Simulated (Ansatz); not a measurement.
**Molecular dynamics of HF**

Input:

```yaml
accuracy: low
crystal:
  lattice:
    - [6.979532, 0.0, 0.0]
    - [0.0, 6.979532, 0.0]
    - [0.0, 0.0, 6.979532]
  atoms:
    - { symbol: F, position: [0.77376353, 0.36948386, 0.40961074] }
    - { symbol: H, position: [0.64370802, 0.3556837, 0.50543932] }
    - { symbol: F, position: [0.66230371, 0.92994109, 0.31280858] }
    - { symbol: H, position: [0.75266672, 0.82999111, 0.3264476] }
    - { symbol: F, position: [-0.09572767, 0.68994499, 0.42431041] }
    - { symbol: H, position: [-0.16546449, 0.56778493, 0.39469052] }
    - { symbol: F, position: [0.07229955, 0.25436141, -0.04851866] }
    - { symbol: H, position: [0.03522573, 0.14592702, -0.1248428] }
    - { symbol: F, position: [0.99130652, 0.11359097, 0.45234611] }
    - { symbol: H, position: [0.88632788, 0.21392255, 0.42585794] }
    - { symbol: F, position: [0.82582955, 0.5135823, 0.04805888] }
    - { symbol: H, position: [0.91406344, 0.41234145, 0.04063132] }
    - { symbol: F, position: [0.6422184, 0.80912851, 0.77746482] }
    - { symbol: H, position: [0.7799638, 0.86267461, 0.7762218] }
    - { symbol: F, position: [0.95761627, 0.96041552, 0.74153431] }
    - { symbol: H, position: [0.98290277, 1.02939355, 0.60998857] }
    - { symbol: F, position: [0.53798874, 0.32369357, 0.64033764] }
    - { symbol: H, position: [0.4598811, 0.18740407, 0.66711856] }
    - { symbol: F, position: [0.40800219, 1.03118818, 0.7311137] }
    - { symbol: H, position: [0.51951934, 0.93740736, 0.74709034] }
basis:
  ecutwfc: 420.0
kpoints:
  mp_grid: { grid: [1, 1, 1] }
hamiltonian:
  xc: lda
scf:
  occupations: { method: fermi_dirac, width: 0.05 }
  lower_state_search: "off"
md:
  timestep: 0.75
  n_steps: 400
  ensemble: nve
  temperature: 400.0
  initial_velocities: maxwell_boltzmann
  seed: 975977
  masses: [{ species: H, mass: 2.014 }]
```

Command:

```bash
$ ansatz run input.yaml --threads 1 --pin off --max-ram 3072MiB --backend cpu --events-out ev --progress --plain --runs-dir out
```

It goes on from the last frame of an earlier run, with new velocities.

Output, in part (step lines):

```
md step     0: t =     0.00 fs  T =   400.0 K  F+E_penalty+E_count = -8096.20182366 eV  E_kin = 0.982376 eV  conserved = -8095.21944766 eV  (8 SCF iters)
md step     1: t =     0.75 fs  T =   405.7 K  F+E_penalty+E_count = -8096.21610009 eV  E_kin = 0.996417 eV  conserved = -8095.21968265 eV  (7 SCF iters)
md step     2: t =     1.50 fs  T =   403.5 K  F+E_penalty+E_count = -8096.21043960 eV  E_kin = 0.990921 eV  conserved = -8095.21951836 eV  (7 SCF iters)
md step     3: t =     2.25 fs  T =   394.4 K  F+E_penalty+E_count = -8096.18765774 eV  E_kin = 0.968666 eV  conserved = -8095.21899183 eV  (7 SCF iters)
md step     4: t =     3.00 fs  T =   382.0 K  F+E_penalty+E_count = -8096.15645915 eV  E_kin = 0.938227 eV  conserved = -8095.21823171 eV  (7 SCF iters)
md step     5: t =     3.75 fs  T =   371.2 K  F+E_penalty+E_count = -8096.12918714 eV  E_kin = 0.911697 eV  conserved = -8095.21748984 eV  (4 SCF iters)
md step     6: t =     4.50 fs  T =   366.7 K  F+E_penalty+E_count = -8096.11761036 eV  E_kin = 0.900477 eV  conserved = -8095.21713329 eV  (4 SCF iters)
md step     7: t =     5.25 fs  T =   370.4 K  F+E_penalty+E_count = -8096.12723148 eV  E_kin = 0.909797 eV  conserved = -8095.21743399 eV  (4 SCF iters)
[... lines left out ...]
md step   399: t =   299.25 fs  T =   457.9 K  F+E_penalty+E_count = -8096.34156114 eV  E_kin = 1.124563 eV  conserved = -8095.21699809 eV  (4 SCF iters)
md step   400: t =   300.00 fs  T =   482.8 K  F+E_penalty+E_count = -8096.40376243 eV  E_kin = 1.185767 eV  conserved = -8095.21799508 eV  (7 SCF iters)
```

The steps, from the saved trajectory:

| time (fs) | T (K) | potential energy less start (eV) | conserved less start (meV/atom) |
| --- | --- | --- | --- |
| 0.0 | 400 | 0.000 | 0.00 |
| 9.8 | 379 | 0.054 | 0.07 |
| 19.5 | 322 | 0.194 | 0.07 |
| 29.2 | 368 | 0.078 | 0.02 |
| 39.0 | 398 | 0.006 | 0.07 |
| 48.8 | 432 | -0.081 | -0.04 |
| 58.5 | 346 | 0.135 | 0.11 |
| 68.2 | 358 | 0.104 | 0.02 |
| 78.0 | 340 | 0.148 | 0.01 |
| 87.8 | 294 | 0.260 | 0.06 |
| 97.5 | 354 | 0.115 | 0.05 |
| 107.2 | 390 | 0.026 | 0.01 |
| 117.0 | 371 | 0.072 | 0.06 |
| 126.8 | 357 | 0.105 | 0.01 |
| 136.5 | 415 | -0.036 | 0.05 |
| 146.2 | 482 | -0.200 | 0.02 |
| 156.0 | 386 | 0.037 | 0.08 |
| 165.8 | 475 | -0.184 | 0.02 |
| 175.5 | 522 | -0.301 | -0.01 |
| 185.2 | 433 | -0.078 | 0.10 |
| 195.0 | 323 | 0.190 | 0.10 |
| 204.8 | 444 | -0.108 | 0.05 |
| 214.5 | 489 | -0.217 | 0.09 |
| 224.2 | 501 | -0.248 | 0.00 |
| 234.0 | 439 | -0.095 | 0.00 |
| 243.8 | 439 | -0.094 | 0.08 |
| 253.5 | 419 | -0.048 | -0.01 |
| 263.2 | 355 | 0.112 | 0.06 |
| 273.0 | 403 | -0.006 | 0.00 |
| 282.8 | 355 | 0.109 | -0.04 |
| 292.5 | 333 | 0.165 | 0.10 |

The run went to its last step. The conserved energy stayed within 0.15 meV per atom of its start (net change 0.073 meV per atom), so the integration is sound. A run of 0.3 ps of so small a system gives no equilibrium averages. Limits of this set-up: coarse k mesh, low accuracy level.

Mean squared displacements from the first frame to the last, about the centre of mass: F 1.16 Å², H 0.72 Å².

Last frame:

```xyz
20
Lattice="6.9795 0.0000 0.0000 0.0000 6.9795 0.0000 0.0000 0.0000 6.9795" Properties=species:S:1:pos:R:3
F 5.523 1.367 1.894
H 4.731 1.594 2.484
F 4.960 6.548 3.540
H 5.108 5.791 3.022
F -1.876 4.450 2.200
H -1.474 4.272 1.341
F 0.470 1.813 0.205
H 0.500 1.203 -0.484
F 7.218 0.597 3.303
H 6.444 0.958 2.740
F 5.859 3.755 -0.094
H 6.404 2.941 0.059
F 4.610 6.765 6.438
H 5.426 6.327 6.005
F 6.741 6.677 5.401
H 6.891 7.106 4.407
F 3.729 1.945 3.287
H 3.418 1.494 4.173
F 3.008 7.884 5.264
H 3.753 7.407 5.734
```

The run took 3.6 min on 1 thread of Intel(R) Xeon(R) Platinum 8488C (Sapphire Rapids) (shared host), peak memory 0.42 GiB.
